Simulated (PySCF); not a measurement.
C6H11O, SMILES C([CH]C(C)C)(=O)C, doublet (GFN2-xTB optimised geometry):

```
18

C      0.890     1.971     0.003
C     -0.034     0.768     0.000
O     -1.257     0.905    -0.002
C      0.625    -0.499     0.000
C     -0.087    -1.798     0.001
C     -0.972    -1.922     1.253
C     -0.970    -1.926    -1.253
H      1.533     1.946     0.881
H      1.521     1.958    -0.883
H      0.302     2.884     0.013
H      1.705    -0.499     0.000
H      0.647    -2.612     0.003
H     -1.704    -1.120     1.264
H     -0.366    -1.861     2.155
H     -1.490    -2.878     1.242
H     -1.482    -2.884    -1.242
H     -1.705    -1.127    -1.264
H     -0.363    -1.861    -2.153
```

Computed with PySCF with unrestricted PBE0/def2-SVP.

Q: What are the frontier orbital energies (α orbitals alone; a β orbital can be the lowest empty one) and the dipole moment?

A: HOMO-2 -9.52 eV, HOMO-1 -7.15 eV, HOMO -6.83 eV, LUMO 0.60 eV, LUMO+1 1.70 eV; dipole moment 2.70 D.

Meta-Löwdin charges at PBE0/def2-SVP: C1 -0.34, C2 0.31, O3 -0.42, C4 -0.07, C5 -0.05, C6 -0.30, C7 -0.30, H8 0.12, H9 0.12, H10 0.12, H11 0.11, H12 0.09, H13 0.12, H14 0.10, H15 0.10, H16 0.10, H17 0.12, H18 0.10.
